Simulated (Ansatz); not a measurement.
`BB[SiH2]F` + GeH₄ → `B[BH][GeH3]` + `F[SiH3]` at 298.15 K and 1 bar (formal exchange of groups at a B–Si bond).

Program: Ansatz. Geometries: PBE0-D4/def2-TZVP. ΔE: electronic, gas phase. CCSD(T)/CBS adds triple-zeta CCSD(T) − MP2 to the extrapolated MP2 energy (def2 sets, frozen cores). This one scheme is used for every species. For Ge outer-core shells are correlated without core-valence functions, which leaves a few kJ/mol of doubt a bond. Scalar relativity is left out up to krypton. Each species was taken in one conformer, which may not be the lowest.

```tsv
species	CCSD(T)/CBS energy (Eh)	H − E (kJ/mol)	S (J/(mol·K))
`BB[SiH2]F`	-441.46272	153.9	327.9
GeH₄	-2078.49493	88.5	217.3
`B[BH][GeH3]`	-2129.23902	161.3	326.2
`F[SiH3]`	-390.72345	82.7	238.5
```

H − E and S are ideal-gas, rigid-rotor, harmonic terms from PBE0-D4/def2-TZVP, for one conformer and one mirror image of each species. 1 Eh = 2625.50 kJ/mol, R = 8.31446 J/(mol·K).

**Question.** By hand: ΔE, ΔH, ΔS and ΔG.

**Answer.** ΔE = (-2129.23902) + (-390.72345) − (-441.46272) − (-2078.49493) = -0.00482 Eh = -12.7 kJ/mol. Δ(H − E) = 161.3 + 82.7 − 153.9 − 88.5 = 1.6, so ΔH = -11.1 kJ/mol. ΔS = 326.2 + 238.5 − 327.9 − 217.3 = 19.5 J/(mol·K). ΔG = -11.1 − 298.15 × (19.5)/1000 = -16.9 kJ/mol.

**Question.** By hand: the equilibrium constant, and the temperature at which ΔG would vanish if ΔH and ΔS stayed fixed.

**Answer.** log₁₀ K = −ΔG/(RT ln 10) = 3.0. ΔH and −TΔS have one sign here, so there is no such temperature.

TΔS isn't small against ΔH here. A doubt of 5 kJ/mol in ΔE shifts log₁₀ K by 0.9 here. Other conformers and mirror images would add mixing entropy, several J/(mol·K) or more a flexible species. These are equilibria of isolated gas molecules and say nothing of rates. Largest T1 diagnostic: 0.014 (customary marks: 0.02 for closed shells, 0.045 for open ones).
